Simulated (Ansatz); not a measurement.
## What each rung costs, and what it gives

Saddle point of SiH2ClF3, closed shell (SiHClF₂ ([F][SiH]([F])[Cl]) + HF → SiHF₃ ([F][SiH]([F])[F]) + HCl; bonds formed: Si1–F7, Cl2–H6; bonds broken: Si1–Cl2, H6–F7), PBE0-D4/def2-TZVP structure:

```xyz
7
angstrom
Si -0.4892 -0.1970 -0.1478
Cl 1.8690 -0.0528 -0.4355
F -0.4583 -1.2025 -1.3888
F -1.1506 1.0855 -0.7867
H -1.2637 -1.0027 0.7994
H 1.3124 0.6248 0.7283
F 0.1804 0.7447 1.2313
```

Barriers are electronic and count from the start structure reached by relaxing down the imaginary mode.

Ansatz 0.2.0; basis: as named in each row; cores frozen in the correlated methods. B3LYP uses VWN-RPA correlation. Extrapolation: Hartree–Fock as exp(−7.88 √X), correlation as X^−2.97.

Times are rough, for one single point on 4 threads of a shared host (Arm Neoverse V1).

The estimate by CCSD(T) at an estimated basis limit (MP2 extrapolated from triple and quadruple zeta, plus CCSD(T) − MP2 in triple zeta) is 1.301 eV.

```json
{"method": "HF", "basis": "STO-3G", "time (s)": "under 1", "barrier (eV)": "1.772", "method less estimate": "0.472"}
{"method": "PBE-D4", "basis": "STO-3G", "time (s)": "under 1", "barrier (eV)": "-0.436", "method less estimate": "-1.736"}
{"method": "SPW92", "basis": "def2-SVP", "time (s)": "under 1", "barrier (eV)": "0.314", "method less estimate": "-0.987"}
{"method": "PBE-D4", "basis": "def2-SVP", "time (s)": "under 1", "barrier (eV)": "0.718", "method less estimate": "-0.583"}
{"method": "B3LYP-D4", "basis": "6-31G", "time (s)": "under 1", "barrier (eV)": "0.956", "method less estimate": "-0.344"}
{"method": "PBE0-D4", "basis": "def2-SVP", "time (s)": "under 1", "barrier (eV)": "0.949", "method less estimate": "-0.352"}
{"method": "BHLYP-D4", "basis": "def2-TZVPP", "time (s)": "2", "barrier (eV)": "1.403", "method less estimate": "0.102"}
{"method": "PBE-D4", "basis": "def2-TZVPP", "time (s)": "2", "barrier (eV)": "0.969", "method less estimate": "-0.332"}
{"method": "SPW92", "basis": "def2-TZVPP", "time (s)": "2", "barrier (eV)": "0.579", "method less estimate": "-0.722"}
{"method": "CAM-B3LYP-D4", "basis": "def2-TZVPP", "time (s)": "3", "barrier (eV)": "1.187", "method less estimate": "-0.114"}
{"method": "BLYP-D4", "basis": "def2-TZVPP", "time (s)": "3", "barrier (eV)": "1.105", "method less estimate": "-0.195"}
{"method": "CCSD(T)", "basis": "def2-SVP", "time (s)": "3", "barrier (eV)": "1.276", "method less estimate": "-0.025"}
{"method": "B3LYP-D4", "basis": "def2-TZVPP", "time (s)": "3", "barrier (eV)": "1.220", "method less estimate": "-0.081"}
{"method": "r2SCAN0-D4", "basis": "def2-TZVPP", "time (s)": "4", "barrier (eV)": "1.173", "method less estimate": "-0.128"}
{"method": "RPA on PBE", "basis": "def2-TZVPP", "time (s)": "4", "barrier (eV)": "1.263", "method less estimate": "-0.038"}
{"method": "wB97M-V", "basis": "def2-SVP", "time (s)": "4", "barrier (eV)": "0.937", "method less estimate": "-0.364"}
{"method": "PBE-QIDH", "basis": "def2-TZVPP", "time (s)": "4", "barrier (eV)": "1.251", "method less estimate": "-0.049"}
{"method": "r2SCAN-D4", "basis": "def2-TZVPP", "time (s)": "5", "barrier (eV)": "1.037", "method less estimate": "-0.264"}
{"method": "wB97X-V", "basis": "def2-TZVPP", "time (s)": "6", "barrier (eV)": "1.216", "method less estimate": "-0.085"}
{"method": "wB97M-V", "basis": "def2-TZVPP", "time (s)": "6", "barrier (eV)": "1.167", "method less estimate": "-0.134"}
{"method": "B2PLYP", "basis": "def2-TZVPP", "time (s)": "7", "barrier (eV)": "1.252", "method less estimate": "-0.048"}
{"method": "B97M-V", "basis": "def2-TZVPP", "time (s)": "8", "barrier (eV)": "1.220", "method less estimate": "-0.081"}
{"method": "PBE0-D4", "basis": "def2-TZVPP", "time (s)": "8", "barrier (eV)": "1.147", "method less estimate": "-0.154"}
{"method": "MP2", "basis": "def2-QZVPP", "time (s)": "12", "barrier (eV)": "1.262", "method less estimate": "-0.038"}
{"method": "CCSD(T)", "basis": "def2-TZVPP", "time (s)": "85", "barrier (eV)": "1.307", "method less estimate": "0.007"}
```

All methods are single points on the PBE0-D4 structures; a negative value means that the method puts the saddle structure below the start.

The T1 diagnostic stays at or below 0.012.

Labels in which every atom is bracketed show which atoms are joined, not bond orders.
